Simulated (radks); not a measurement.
Values are calculated unless marked as measured or tabulated.
Problem. These are the eigenvalues of the occupied orbitals of an atom or ion with whole-number occupations (Ry). Level of theory: scalar-relativistic Kohn-Sham, LDA (Slater exchange, Perdew-Wang correlation), spin-polarised, spherical densities, point nucleus (a radial shooting solver on a logarithmic mesh with Libxc functionals).

1s up: -517.6924
1s down: -517.6911
2s up: -64.70321
2s down: -64.51588
2p up: -55.86407
2p down: -55.71942
3s up: -11.31148
3s down: -10.94069
3p up: -8.80152
3p down: -8.43931
3d up: -4.81499

Which element is it, and in what charge state? The configuration may be excited. Open shells, if any, are filled with parallel spins first.

Solution. Z = 26, iron, charge +4: Fe4+ in [Ar] 3d4. The list shows which subshells hold electrons but not how many an open one holds; the 1s level, -258.85 hartree, gives Z - s = 22.8 by -(Z - s)^2/2, which with screening and relativity narrows Z to a few neighbours, and the depths of the outer levels then fix element, charge and occupations together.
